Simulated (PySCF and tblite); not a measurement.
Results of a calculation; reference values are marked as such.
# Conformers and averaged properties: C5H5FO2, numbered as in [CH2:1]=[CH:2][C@:3]1([F:4])[O:5][CH2:6][C:7]1=[O:8]

Free energies: PBE0-D3(BJ)/def2-SVP (IEF-PCM, water) on GFN2-xTB structures plus GFN2-xTB thermal terms, symmetry and mirror images included. Conformers within 3 kcal/mol (GFN2-xTB free energy) were kept, 10 at most. GIAO shieldings: WP04/pcSseg-1 (IEF-PCM, water). Shifts are against TMS (¹H), TMS (¹³C) at the same level; of two unlike H on one atom, a is the less shielded. (PySCF 2.14, tblite 0.8.)

Torsions listed: C1–C2–C3–F4. The 4-ring runs over atoms 3–5–6–7.

```
conformer              shape  symmetry  E(GFN2) kcal/mol  E(DFT) kcal/mol  G(298.15 K) kcal/mol  weight %  dipole D
        1  4-ring flat; 138°        C1              0.00             0.00                  0.00      72.0      2.62
        2  4-ring flat; -23°        C1              0.43             0.61                  0.56      28.0      2.09
```

Weights (%) against temperature:

| T (K) | 1 | 2 | S(mix) cal/mol/K |
| --- | --- | --- | --- |
| 200 | 80.9 | 19.1 | 0.97 |
| 250 | 75.8 | 24.2 | 1.10 |
| 298.15 | 72.0 | 28.0 | 1.18 |
| 350 | 69.0 | 31.0 | 1.23 |
| 400 | 66.7 | 33.3 | 1.26 |

Averaged shifts at 298.15 K. ¹H: 6.10 (H1a, 1H), 6.08 (H2, 1H), 5.97 (H1b, 1H), 5.82 (H6a, 1H), 5.56 (H6b, 1H) ppm. ¹³C: 211.2 (C7), 141.1 (C3), 135.3 (C2), 132.2 (C1), 94.9 (C6) ppm.

Coordinates of conformer 1 (Å):

```xyz
13

C     1.685    1.360   -0.448
C     1.415    0.092   -0.203
C     0.045   -0.490   -0.324
F     0.111   -1.724   -0.930
O    -0.940    0.316   -0.936
C    -1.811    0.306    0.203
C    -0.810   -0.527    0.966
O    -0.700   -0.981    2.058
H     2.680    1.754   -0.339
H     0.919    2.039   -0.785
H     2.158   -0.620    0.125
H    -2.760   -0.196   -0.004
H    -1.997    1.308    0.598
```

Shifts are unscaled: against experiment ¹³C can be off by 15 ppm or more and ¹H by 0.8 ppm.

Search and properties took 84 s on 1 thread of Arm Neoverse N1, on a host shared with other jobs (rough), launched as `OMP_NUM_THREADS=1 python ens_run.py task.json out`.


Conformer gaps in def2-SVP on xTB geometries can be 2 kcal/mol too large for S=O, P=O and other polar bonds.